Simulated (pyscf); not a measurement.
`[SiH3][Te][Sb]([Cl])[Cl]` -> `[SiH3][Cl]` + `[Cl][Sb]=[Te]`, gas phase, singlet surface. Structures and frequencies: ωB97X-D3(BJ)/def2-SVP in PySCF. ΔG in kcal/mol from ωB97M-D3(BJ)/def2-TZVP energies (ideal gas, 1 atm, RRHO with modes under 100 cm⁻¹ raised to 100, one conformer, R ln 2 for chiral ones without a mode under 150 cm⁻¹).

```csv
T (K),ΔG
298,+5.1
600,?
900,-15.9
1200,-25.6
```

Question: Fit a line to the three values, predict ΔG at 600 K, and estimate where the reaction turns favourable at 1 atm of each gas.

Answer: Least squares gives ΔG = +15.2 − 34.2 × T/1000 K, so ΔS is about +143 J/(mol K) and ΔH about +15.2 kcal/mol over this range (ΔH at 298 K: +16.4). At 600 K the line gives -5.3; the computed value is -5.8. ΔG = 0 falls near 440 K; 1 kcal/mol in the energy moves that by 29 K. This is thermodynamics alone and says nothing of the barrier. Elements past Kr carry the def2 core potentials, without spin-orbit coupling.
